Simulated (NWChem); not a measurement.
Molecule: AlH₂F; SMILES [F][AlH2]

All runs: NWChem. Structure relaxed at the PBE-D3(BJ)/def2-SVP level. Ions are spin-unrestricted doublets at the neutral geometry; other ion states weren't tried.

For level r2SCAN/def2-TZVP:

* **−ε(HOMO) (eV)**: 7.81

Question: How do the values read with level PBE/def2-TZVP instead?

Answer: 
| Quantity | Value |
|---|---|
| −ε(HOMO) (eV) | 7.48 |
